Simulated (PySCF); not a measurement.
# Assignment exercise: C₈H₉F

Mapped SMILES: `[F:1][CH2:2][CH2:3][c:4]1[cH:5][cH:6][cH:7][cH:8][cH:9]1`. Each H is labelled by its parent atom.

[PySCF 2.14.0 with density-fitted response routines: σ from GIAO-PBE0/pcSseg-1; geometry: GFN2-xTB; one computed conformer; no solvent model; non-relativistic Hamiltonian; equivalent nuclei averaged]

Referencing at the same level of theory: $^{13}$C (186.93 ppm), $^{1}$H (31.72 ppm) vs TMS.

Task: Assign these signals to the numbered atoms. $^{13}$C{$^{1}$H} NMR (computed): δ 141.2, 134.9, 134.5, 132.3, 89.3, 42.8.

Result: 
141.2 → C4, substituted aromatic carbon
134.9 → C5/C9, aromatic CH: the aromatic region
134.5 → C6/C8, aromatic CH
132.3 → C7, aromatic CH
89.3 → C2, sp3 CH2 bonded to F: deshielded by the electronegative neighbour
42.8 → C3, sp3 CH2 on an aromatic ring: saturated and bonded to C and H only

C5/C9 and C6/C8 lie closer than the usual error of such a calculation, so a measured spectrum could show them in the other order.

Task: Assign these signals to the numbered atoms. $^{1}$H NMR (500 MHz, computed): δ 7.65 (m, 2H), 7.56 (m, 1H), 7.54 (m, 2H), 4.63 (m, 2H), 3.14 (m, 2H).

Result: 
7.65 → H(C6)/H(C8), hydrogen on an aromatic CH: ring-current deshielding
7.56 → H(C7), hydrogen on an aromatic CH
7.54 → H(C5)/H(C9), hydrogen on an aromatic CH
4.63 → H(C2), hydrogen on an sp3 CH2 bonded to F: its carbon carries F, which withdraws density
3.14 → H(C3), hydrogen on an sp3 CH2 on an aromatic ring: benzylic-type position, deshielded by the ring

H(C6)/H(C8) and H(C7); H(C7) and H(C5)/H(C9) lie closer than the usual error of such a calculation, so a measured spectrum could show them in the other order.

Splittings by $^{19}$F in the carbon and heteronuclear signals aren't shown, as no couplings were computed. Shifts are as computed. Against solution values, carbons near 30 ppm lie about +3 ppm off and those near 130 ppm about +5 ppm. Of 1211 compounds with measured shifts, 218 miss one by over three times the rms of a fit or turn the order of signals round; such compounds aren't used in these exercises. Multiplicities follow the n + 1 count of equivalent neighbours, as no J values were calculated; m marks all less simple cases, F and P coupling included.
